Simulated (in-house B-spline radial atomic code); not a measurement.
Relativistic effects in Cr, [Ar] 3d5 4s1: non-relativistic Hartree-Fock (point nucleus) against Dirac-Hartree-Fock (Fermi nucleus of rms radius 3.6452 fm), both averages of the configuration, computed with a radial B-spline atomic code at the basis-set limit.

```tsv
orbital	ε NR (Eh)	ε Dirac (Eh)	<r> NR (bohr)	<r> Dirac (bohr)	change of <r> (%)
1s1/2	-220.44	-222.18	0.06415	0.06351	-1.0
2s1/2	-26.268	?	0.294	?	?
2p1/2	-22.198	-22.476	0.2601	0.2571	-1.1
2p3/2	-22.198	-22.152	0.2601	0.2599	-0.1
3s1/2	-3.3324	-3.3899	0.9111	0.9032	-0.9
3p1/2	-2.0962	-2.1351	0.9749	0.9658	-0.9
3p3/2	-2.0962	-2.0948	0.9749	0.9744	0.0
3d3/2	-0.3225	-0.31803	1.401	1.407	+0.4
3d5/2	-0.3225	?	1.401	?	?
4s1/2	-0.20752	-0.21091	3.843	3.794	-1.3
```

Task: What happens to 3d5/2?

Result: Its energy goes to -0.31501 hartree and <r> to 1.415 bohr (+0.98 %).

Task: What happens to 2s1/2?

Result: Its energy goes to -26.626 hartree and <r> to 0.291 bohr (-1.03 %).

Task: What explains the pattern of contraction and expansion?

Result: Expansion is seen in 3d3/2, 3d5/2. The s and p1/2 orbitals contract directly, screen the nucleus better, and so push out orbitals that have little density near the nucleus; spin-orbit coupling adds to this for j = l + 1/2 and opposes it for j = l - 1/2.

Task: By how much does the total energy change?

Result: By -6.4543 hartree, from -1043.142 to -1049.596.
